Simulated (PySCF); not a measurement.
CH4Cl2OSi, SMILES [Si](Cl)(Cl)(O)C. The structure is a stationary point at PBE0-D3(BJ)/def2-SVP. Other conformers were not sampled.

Task: Give the equilibrium geometry at PBE0-D3(BJ)/def2-SVP (PySCF confirms it by a frequency run) as a Z-matrix, and its point group. (Estimate from the structure and the level; the computed values follow.)

Result: Several could match; the one computed here: point group Cs.
```
Si
O 1 1.6451
H 2 0.9624 1 117.88
C 1 1.8418 2 108.93 3 -180.00
H 4 1.0994 1 110.43 2 180.00
H 4 1.1001 5 108.77 1 120.81
H 4 1.1001 5 108.77 6 118.38
Cl 1 2.0649 2 109.87 3 -58.41
Cl 1 2.0649 2 109.87 3 58.41
```
Charge 0, spin multiplicity 1.
